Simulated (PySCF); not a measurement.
Species: [Zr(F)3(H)] (charge 0, multiplicity 1).

Task: What HOMO–LUMO gap, LUMO, charge on the central atom (Mulliken), dipole moment and HOMO does TPSSh-D3(BJ)/def2-TZVP // BP86-D3(BJ)/def2-SVP run with PySCF give?

Result: 
```json
{
  "HOMO–LUMO gap": "6.10 eV",
  "LUMO": "-2.30 eV",
  "charge on the central atom (Mulliken)": "1.50 e",
  "dipole_moment": "0.030 e·Å",
  "HOMO": "-8.40 eV"
}
```
